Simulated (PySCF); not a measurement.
CH7FGe2O.
Numbering: `[CH3:1][O:2][Ge@@H:3]([F:4])[GeH3:5]` (hydrogens: H6, H7, H8 on C1; H9 on Ge3; H10, H11, H12 on Ge5)

Computed by this run: PySCF 2.14.0, PBE0-D3(BJ)/def2-SVP geometry optimisation, gas phase; density fitting, grid level 1; the optimiser is geomeTRIC in internal coordinates, started from a GFN2-xTB structure with every atom displaced at random (about 0.01 Å).

Step 0: E = -118913.6946 eV
```
atom  x, y, z in Å  |  force x, y, z in eV/Å
C1     -1.9149    0.2008    0.4605   -0.102   0.622  -0.691
O2     -1.2294   -0.9761    0.2294   -0.255  -0.223   0.395
Ge3     0.3363   -1.1193   -0.5155    0.095  -0.040  -1.211
F4      0.1081   -0.9586   -2.2698    0.098   0.143   0.573
Ge5     1.8773    0.6430    0.0926   -0.187  -0.228   0.516
H6     -1.2796    1.0365    0.8000    0.193   0.047   0.121
H7     -2.4269    0.5513   -0.4565   -0.046  -0.001   0.073
H8     -2.6672    0.0301    1.2199   -0.459  -0.089   0.476
H9      0.5393   -2.6041   -0.3581    0.462  -0.416   0.190
H10     1.5789    1.1840    1.4839   -0.213   0.003   0.323
H11     1.8123    1.8044   -0.8385   -0.183   0.579  -0.685
H12     3.3048    0.1790    0.1424    0.596  -0.397  -0.081
```

Step 1: E = -118913.8202 eV
```
atom  x, y, z in Å  |  force x, y, z in eV/Å
C1     -1.9026    0.2378    0.4355   -0.077  -0.146   0.056
O2     -1.2602   -0.9960    0.2663    0.552  -0.087  -0.210
Ge3     0.3297   -1.1467   -0.5463   -0.334  -0.225   1.099
F4      0.0560   -0.9026   -2.2274   -0.135   0.064  -0.808
Ge5     1.8445    0.6294    0.1219    0.107   0.162   0.015
H6     -1.2139    1.0484    0.7395    0.033   0.037   0.022
H7     -2.4221    0.5606   -0.4821   -0.014   0.031  -0.057
H8     -2.6584    0.1252    1.2331    0.067   0.048  -0.069
H9      0.7484   -2.6273   -0.3454   -0.120   0.283  -0.056
H10     1.5161    1.1087    1.5512    0.000  -0.042  -0.071
H11     1.7012    1.8167   -0.8596    0.015  -0.142   0.111
H12     3.3005    0.1170    0.1035   -0.096   0.017  -0.032
```

Question: Estimate the geometry and energy of step 2. (The exact step hangs on the optimiser's Hessian estimate; all steps are aligned on step 1, rigid shifts and turns removed.)

Answer: E = -118913.8468 eV, largest force 0.137 eV/Å
```
atom  x, y, z in Å  |  force x, y, z in eV/Å
C1     -1.8964    0.2295    0.4287   -0.060   0.007  -0.028
O2     -1.2443   -1.0012    0.2824    0.136  -0.008  -0.017
Ge3     0.3227   -1.1382   -0.5322   -0.119   0.041   0.044
F4      0.0305   -0.9025   -2.2422    0.014  -0.017   0.040
Ge5     1.8474    0.6339    0.1315    0.019   0.023  -0.007
H6     -1.2105    1.0506    0.7166    0.005   0.004   0.006
H7     -2.4158    0.5332   -0.4978    0.014   0.002   0.003
H8     -2.6501    0.1346    1.2266    0.007   0.003  -0.009
H9      0.7325   -2.6022   -0.3395    0.002  -0.020  -0.024
H10     1.5319    1.0989    1.5631   -0.013  -0.019   0.007
H11     1.6965    1.8184   -0.8353    0.000   0.001   0.006
H12     3.2947    0.1164    0.0884   -0.006  -0.015  -0.020
```

The energy changes by -0.0266 eV. The first-order estimate −F·Δx gives -0.0514 eV and the mean of the old and new forces, exact on a quadratic surface, -0.0269 eV. The step makes an angle of 66° with the force vector and moves no atom by more than 0.032 Å.

The cost below is that of the whole optimisation. Time: 3.1 min of wall time; peak memory 0.53 GiB. Hardware: one thread of an Arm Neoverse V1, shared host with 32 logical CPUs at a one-minute load of 37.
